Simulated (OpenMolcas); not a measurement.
# Levels of V2+ by method

```json
{
  "Program": "OpenMolcas",
  "Basis": "ANO-R3 [7s5p5d3f2g1h]",
  "Scalar Hamiltonian": "X2C, finite nucleus",
  "Active space": "3 electrons in 6 orbitals (3d 4s)",
  "State averaging": "2S+1 = 4 even, 20 roots; 2S+1 = 2 even, 64 roots kept (CI in the orbitals of an earlier block)",
  "Spin-orbit coupling": "RASSI with atomic mean-field integrals over the reference wave functions, term energies averaged over their components"
}
```

Methods on the same reference wave functions:
A. CASSCF
B. SS-CASPT2, IPEA 0.25 Eh, imaginary shift 0.1 Eh (closed shells correlated: 3s 3p)
C. MS-CASPT2, IPEA 0.25 Eh, imaginary shift 0.1 Eh (closed shells correlated: 3s 3p)

Energies in cm⁻¹ above 3d³ ⁴F_3/2, the measured ground level; measured values from Sugar and Corliss, J. Phys. Chem. Ref. Data 7, 1191 (1978).

```json
{"Level": "3d³ ⁴F_3/2", "A": "0.0", "B": "0.0", "C": "0.0", "Measured": "0.0"}
{"Level": "3d³ ⁴F_5/2", "A": "162", "B": "164", "C": "164", "Measured": "146"}
{"Level": "3d³ ⁴F_7/2", "A": "386", "B": "388", "C": "388", "Measured": "342"}
{"Level": "3d³ ⁴F_9/2", "A": "667", "B": "668", "C": "668", "Measured": "584"}
{"Level": "3d³ ⁴P_1/2", "A": "15348", "B": "11600", "C": "11600", "Measured": "11514"}
{"Level": "3d³ ⁴P_3/2", "A": "15426", "B": "11670", "C": "11670", "Measured": "11592"}
{"Level": "3d³ ²G_7/2", "A": "15514", "B": "11620", "C": "11610", "Measured": "11966"}
{"Level": "3d³ ⁴P_5/2", "A": "15608", "B": "11860", "C": "11860", "Measured": "11770"}
{"Level": "3d³ ²G_9/2", "A": "15758", "B": "11860", "C": "11860", "Measured": "12187"}
{"Level": "3d³ ²P_1/2", "A": "20502", "B": "15110", "C": "15080", "Measured": "15580"}
{"Level": "3d³ ²P_3/2", "A": "20617", "B": "15130", "C": "15110", "Measured": "15550"}
{"Level": "3d³ ²H_9/2", "A": "20620", "B": "16580", "C": "16580", "Measured": "16811"}
{"Level": "3d³ ²H_11/2", "A": "20809", "B": "16770", "C": "16770", "Measured": "16978"}
{"Level": "3d³ ²D_3/2(1)", "A": "22334", "B": "16110", "C": "16080", "Measured": "16330"}
{"Level": "3d³ ²D_5/2(1)", "A": "22531", "B": "16210", "C": "16190", "Measured": "16375"}
{"Level": "3d³ ²F_7/2", "A": "35714", "B": "27490", "C": "27450", "Measured": "27728"}
{"Level": "3d³ ²F_5/2", "A": "35817", "B": "27590", "C": "27560", "Measured": "27847"}
{"Level": "3d² 4s ⁴F_3/2", "A": "42165", "B": "43480", "C": "43480", "Measured": "43942"}
{"Level": "3d² 4s ⁴F_5/2", "A": "42324", "B": "43640", "C": "43640", "Measured": "44110"}
{"Level": "3d² 4s ⁴F_7/2", "A": "42547", "B": "43860", "C": "43860", "Measured": "44346"}
{"Level": "3d² 4s ⁴F_9/2", "A": "42834", "B": "44150", "C": "44150", "Measured": "44647"}
{"Level": "3d² 4s ²F_5/2", "A": "49986", "B": "48600", "C": "48630", "Measured": "49328"}
{"Level": "3d² 4s ²F_7/2", "A": "50431", "B": "49040", "C": "49080", "Measured": "49805"}
{"Level": "3d³ ²D_5/2(2)", "A": "55849", "B": "42360", "C": "42360", "Measured": "42267"}
```

Deviations, from unrounded energies. A percentage is the sum of absolute deviations over the sum of measured energies, with the sign that they share, or ± where signs differ.

```
                        Against measurement  Levels      A      B      C
             mean absolute deviation (cm-1)      23   3800    290    300
      fine structure of the ground term (%)       3  +13.5  +13.9  +13.9
other terms of the ground configuration (%)      14  +30.6   ±1.3   ±1.3
                   other configurations (%)       6   ±3.1   -1.2   -1.2
```

B, C lie about equally close to measurement and A furthest from it. The largest miss of B in the table is 3d² 4s ²F_7/2, by -760 cm-1. The ranking rests on the paired levels alone, and a cruder setting can come out closer through cancelling errors.

Between B and C the level of the table that moves most is 3d² 4s ²F_7/2, by 36 cm-1 (lowest in B, highest in C). Moves below CASPT2's spread within the term are not significant.

The two smallest mean deviations differ by little beside CASPT2's spread within terms, so their order carries little weight.

From A to B the spin-free energies of the other terms of 3d³ shown, above ⁴F, scale by factors of 0.71 to 0.80, as is usual when dynamic correlation screens the repulsion within a d or f shell.

The lowest spin-free term lies below A's lowest term by 0.394 hartree in B, 0.394 hartree in C.

Term energies are means over components that CASPT2 splits; among the terms shown or strongly mixed into the levels shown the widest spread is 1200 cm-1 (3d² 4s ⁴F, C). Terms from blocks run as CI alone lack orbitals of their own. A single d shell beside an s shell can misplace configurations of different d count against each other. Without dynamic correlation excited terms often stand tens of per cent too high (terms of higher spin than the ground term too low), and those without a measured partner can miss by more than the paired ones (holds for A). Some levels mix across a computed gap that differs much from the measured one, so their mixing is not that of the real levels (holds for A). The CASPT2 spread within a term exceeds the gap to the next term for 3d³ ²G and 3d³ ⁴P, so the order of their levels is uncertain (holds for C). Measured partners are found by configuration, term and J. A level has none where our copy of the source lacks it or the pairing is in doubt (some pairs that miss far off the trend of their configuration count as doubtful), and it then counts in no deviation. Only configurations of the active space appear. Levels that lie high or do not pair safely by name in every column are left out.

A number in round brackets counts repeated terms of one configuration in the order of the reference energies.
